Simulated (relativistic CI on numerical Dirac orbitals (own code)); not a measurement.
**Rh⁺: L-alpha,beta X-ray emission**

Computed with this model: Dirac-Coulomb-Breit CI, orbitals from a KLI potential per configuration, model QED (radiative potential, 1s self-energy scaled to tabulated hydrogen-like ionisation energies), valence Slater integrals scaled by 0.9, multiplet model of X-ray emission after core ionisation; configurations [Kr] 4d8 → [He] 2s2 2p5 3s2 3p6 3d10 4s2 4p6 4d8 → [Ar] 3d9 4s2 4p6 4d8; 300 K; Lorentzian 2.8 eV and Gaussian 0.6 eV FWHM. Energies are those of the free ion, without screening or charge transfer. S is read from ⟨S²⟩ = S(S + 1).

Field parameters in Wybourne normalisation: Oh B⁴₀ = 21Dq, B⁴₄ = √(5/14) B⁴₀. The field is a parameter set, without covalency.

Computed curve for Oh, 10Dq = 9500 cm⁻¹, scaled to 100 at the maximum (points under 2 are left out and the grid is thinned):

| Energy (eV) | Intensity |
| --- | --- |
| 2685.0 | 2.1 |
| 2685.8 | 2.5 |
| 2686.2 | 2.7 |
| 2687.0 | 3.4 |
| 2687.8 | 4.3 |
| 2688.6 | 5.7 |
| 2689.0 | 6.6 |
| 2689.8 | 8.9 |
| 2690.6 | 11.5 |
| 2691.4 | 14.1 |
| 2691.8 | 15.5 |
| 2692.6 | 18.9 |
| 2693.4 | 22.7 |
| 2693.8 | 24.8 |
| 2694.6 | 30.5 |
| 2695.4 | 39.7 |
| 2696.2 | 55.8 |
| 2696.6 | 67.6 |
| 2697.4 | 93.7 |
| 2698.2 | 96.2 |
| 2699.0 | 67.2 |
| 2699.4 | 51.9 |
| 2700.2 | 30.6 |
| 2701.0 | 19.2 |
| 2701.4 | 15.7 |
| 2702.2 | 10.9 |
| 2703.0 | 8.0 |
| 2703.8 | 6.1 |
| 2704.2 | 5.4 |
| 2705.0 | 4.4 |
| 2705.8 | 3.6 |
| 2706.6 | 3.0 |
| 2707.0 | 2.7 |
| 2707.8 | 2.3 |
| 2708.6 | 2.0 |
| 2827.4 | 2.4 |
| 2827.8 | 2.7 |
| 2828.6 | 3.5 |
| 2829.4 | 4.7 |
| 2829.8 | 5.5 |
| 2830.6 | 7.8 |
| 2831.4 | 11.3 |
| 2832.2 | 16.5 |
| 2832.6 | 19.9 |
| 2833.4 | 28.7 |
| 2834.2 | 37.8 |
| 2835.0 | 44.9 |
| 2835.4 | 45.4 |
| 2836.2 | 38.2 |
| 2837.0 | 28.7 |
| 2837.4 | 25.1 |
| 2838.2 | 19.1 |
| 2839.0 | 13.8 |
| 2839.8 | 9.4 |
| 2840.2 | 7.7 |
| 2841.0 | 5.4 |
| 2841.8 | 3.9 |
| 2842.6 | 3.0 |
| 2843.0 | 2.6 |
| 2843.8 | 2.1 |

The ground state has S = 1.00, and the centroid lies at 2744.37 eV.
